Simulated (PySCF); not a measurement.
A PySCF script (with the pyscf-properties extension) for the NMR shieldings of SMILES CO/C=C\B(C)C, C$_{5}$H$_{11}$BO, on a GFN2-xTB geometry:

```python
import basis_set_exchange as bse
import numpy as np
from pyscf import gto, dft
from pyscf.prop import nmr

atoms = """
C     2.991319    0.819301   -0.149145
O     1.611098    0.551677   -0.202964
C     1.258100   -0.705547   -0.541797
C    -0.012961   -1.121577   -0.645649
B    -1.295016   -0.291526   -0.421906
C    -2.694769   -1.004616   -0.610482
C    -1.219476    1.238381   -0.045222
H     3.091583    1.864284    0.139267
H     3.466489    0.666208   -1.124343
H     3.492956    0.189287    0.593570
H     2.093710   -1.380460   -0.727875
H    -0.110868   -2.165234   -0.920876
H    -2.662342   -2.076910   -0.428502
H    -3.481586   -0.579789    0.009094
H    -3.017234   -0.875236   -1.644714
H    -0.734564    1.359952    0.922567
H    -0.596707    1.787954   -0.748495
H    -2.188493    1.730168    0.006294
"""
names = dict.fromkeys(["C", "O", "B", "H"], "pcSseg-1")
basis = {el: gto.basis.parse(bse.get_basis(n, elements=[el], fmt="nwchem")) for el, n in names.items()}
mol = gto.M(atom=atoms, basis=basis, charge=0, verbose=0)
mf = dft.RKS(mol, xc="PBE0")
mf.grids.level = 2
mf.grids.alignment = dft.numint.BLKSIZE   # the property module wants whole blocks of grid points
mf.conv_tol = 1e-9
mf.kernel()

calc = nmr.RKS(mf)   # GIAO
C = mf.mo_coeff
Co = C[:, mf.mo_occ > 0]
resp = mf.gen_response(singlet=True, hermi=2)
def vind(x):   # induced exchange potential for any number of trial vectors
    d = np.einsum("pi,xij,qj->xpq", C, 2 * x.reshape(-1, C.shape[1], Co.shape[1]), Co, optimize=True)
    return np.einsum("xpq,pi,qj->xij", resp(d - d.transpose(0, 2, 1)), C, Co, optimize=True).ravel()
mo1, _ = nmr.rhf.solve_mo1(calc, with_cphf=vind)
sigma = calc.kernel(mo1)
for i, s in enumerate(sigma):   # ppm
    print("%2d %-2s %9.2f" % (i, mol.atom_pure_symbol(i), np.trace(s) / 3))
```

Q: What are the results?

A: 
```
 0 C     126.92
 1 O     196.38
 2 C      14.17
 3 C      69.28
 4 B      28.61
 5 C     170.88
 6 C     171.19
 7 H      27.64
 8 H      27.94
 9 H      27.94
10 H      24.84
11 H      26.27
12 H      30.90
13 H      30.79
14 H      30.99
15 H      30.75
16 H      30.58
17 H      30.77
```

These numbers come from an equivalent density-fitted implementation of the same equations, which agrees with the script to about 0.01 ppm for H and up to a few tenths of a ppm for heavy atoms, so last digits may differ.

Size and cost of the density-fitted run: 174 basis functions, 21 s wall time on 1 thread of an Arm Neoverse V2, shared host.
